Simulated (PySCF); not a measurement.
Problem. Write Cartesian coordinates for InChI=1S/C7H9F3O/c1-2-6-5(3-4-11-6)7(8,9)10/h2,5-6H,1,3-4H2/t5-,6-/m0/s1 as optimised with PBE0-D3(BJ)/def2-SVP.

Solution. 
```xyz
20
C7H9F3O angstrom
C      2.6893   -0.6206   -0.3680
C      1.3717   -0.7781   -0.2581
C      0.5367   -0.0972    0.7874
O     -0.1862   -1.0268    1.5663
C     -1.4174   -1.3216    0.9373
C     -1.6890   -0.1980   -0.0777
C     -0.5857    0.8078    0.2406
C     -0.2199    1.7316   -0.8930
F     -1.2084    2.6033   -1.1319
F      0.8767    2.4402   -0.6068
F      0.0122    1.0814   -2.0378
H      3.2397    0.0406    0.3094
H      3.2685   -1.1378   -1.1371
H      0.8447   -1.4449   -0.9507
H      1.1980    0.4629    1.4658
H     -1.3776   -2.3072    0.4396
H     -2.1904   -1.3782    1.7199
H     -1.5896   -0.5564   -1.1127
H     -2.6917    0.2381    0.0258
H     -0.9031    1.4624    1.0673
```

Any rigid rotation of these coordinates is as good. Atoms count from 1 in this order. O4 (cyclic ether oxygen) is bent (angle 109.7°). The 5-membered ring C3–O4–C5–C6–C7 has internal angles of 102.1° to 109.7°; it is puckered, 0.17 Å rms from its mean plane, widest ring torsion 40°. The C–C distances run from 1.332 Å (C1=C2, drawn double) to 1.542 Å (C3–C7, drawn single), a spread of 0.210 Å. All 3 C–F bonds measure 1.337 to 1.339 Å.

Bonds between heavy atoms (Å): C1=C2 1.332, C2–C3 1.501, C3–O4 1.412, O4–C5 1.414, C5–C6 1.538, C6–C7 1.527, C7–C8 1.507, C8–F9 1.339, C8–F10 1.337, C8–F11 1.337, C3–C7 1.542.

Level of theory: PBE0-D3(BJ)/def2-SVP geometry optimisation, gas phase (PySCF).

Point group: C1 (no symmetry element, even within 0.4 Å). No frequency check. One conformer, not necessarily the lowest (C1–C2–C3–O4 -123°, C2–C3–O4–C5 -87°, C3–O4–C5–C6 -18°, O4–C5–C6–C7 -8°, C5–C6–C7–C8 156°).
